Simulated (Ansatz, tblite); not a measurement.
Forces on H2Te2 (Te₂H₂) at its r2SCAN-D4/def2-TZVP geometry. Charge 0, multiplicity 1.

In the def2 sets Te takes a core potential; there is no spin–orbit coupling. The xTB rows come from tblite.

GFN1-xTB (tblite), largest force 0.41 eV/Å:

```xyz
4
positions Å, forces eV/Å
Te   -0.182    0.268   -1.438    0.088    0.017    0.399
Te   -0.742    0.414    1.204    0.132   -0.179   -0.343
H     1.455    0.528   -1.276   -0.203   -0.027    0.028
H    -0.530   -1.209    1.510   -0.016    0.189   -0.083
```

GFN2-xTB (tblite), largest force 0.24 eV/Å:

```
Te 0.120 -0.006 0.206
Te 0.100 -0.157 -0.151
H -0.200 -0.019 0.034
H -0.021 0.182 -0.089
```

PBE0-D4/def2-TZVP (Ansatz), largest force 0.10 eV/Å:

```
Te 0.019 0.005 0.095
Te 0.030 -0.042 -0.083
H -0.046 -0.006 0.006
H -0.004 0.043 -0.018
```
